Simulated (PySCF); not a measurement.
**Correlation energy of S (sulfur, neutral)**

Starting occupation: [Ne] 3s2 3p4, 3p1/2 with m_j = -1/2, +1/2, 3p3/2 with m_j = +1/2, +3/2. All numbers are calculated (PySCF 2.14, X2C-1e with screened-nucleus spin-orbit coupling, Gaussian nucleus, in x2c-TZVPall-2c with one added diffuse shell each of s, p type (6s7p2d1f, 44 functions)). Frozen: [Ne]; 6 electrons correlated; the 6 highest virtual spinors left out.

MP2 pair energies summed by pair of shells (mhartree):

```
 pair  energy  share (%)
3p-3s  -55.68       46.6
3p-3p  -54.33       45.4
3s-3s   -9.60        8.0
```

Total MP2 correlation energy: -119.60 mhartree.

The GHF reference relaxed away from the jj start to a determinant that is no pure jj level (⟨S²⟩ = 2.00, ⟨J²⟩ = 6.02); the energies belong to that determinant.
